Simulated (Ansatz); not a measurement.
Computed with Ansatz on PBE0-D4/def2-TZVP structures; ΔE is electronic, products minus reactants. CCSD(T)/CBS adds triple-zeta CCSD(T) − MP2 to the extrapolated MP2 energy (def2 sets, frozen cores). DFT in def2-TZVPP. B3LYP here is the variant with VWN-RPA as its local correlation; programs differ in this. For Se, Ti outer-core shells are correlated without core-valence functions, which leaves a few kJ/mol of doubt a bond. Scalar relativity is left out up to krypton. One conformer a species, not always the lowest.

`C[Se][Ti]([F])([F])[Se]C` + `O[BH][AlH2]` → `C[Se][BH][AlH2]` + `C[Se][Ti]([OH])([F])[F]`  (redistribution)

| level | ΔE (kJ/mol) | difference from CCSD(T)/CBS |
| --- | --- | --- |
| PBE-D4 | -4.1 | -4.4 |
| PBE0-D4 | -3.7 | -4.0 |
| B3LYP-D4 | 2.1 | 1.8 |
| ωB97X-V | -9.3 | -9.6 |
| PBE | -6.6 | -6.9 |
| r2SCAN | -8.6 | -8.9 |
| PBE0 | -6.3 | -6.6 |
| B3LYP | -1.8 | -2.1 |
| HF/def2-TZVPP | -9.2 | -9.5 |
| SCS-MP2/def2-TZVPP | 6.8 | 6.5 |
| CCSD/def2-TZVPP | -7.4 | -7.7 |
| HF/def2-QZVPP | -8.4 | -8.7 |
| SCS-MP2/def2-QZVPP | 7.1 | 6.8 |
| HF/CBS(def2) | -8.3 | -8.6 |
| MP2/CBS(def2) | 10.0 | 9.7 |
| CCSD/CBS(def2) | -6.6 | -6.9 |
| CCSD(T)/CBS | 0.3 | 0 |

Largest T1 diagnostic among the species: 0.022, so the coupled-cluster value is less sure than usual.

In def2-TZVPP, CCSD(T) changes the Hartree–Fock value by +8.7 kJ/mol (the triples alone add +6.9 kJ/mol) and MP2 by +18.4 kJ/mol. The D4 term adds +3.9 kJ/mol with B3LYP and +2.6 kJ/mol with PBE0; it sums over pairs of atoms, weighted by their polarisabilities, and B3LYP, whose exchange is more repulsive, gets the larger term.
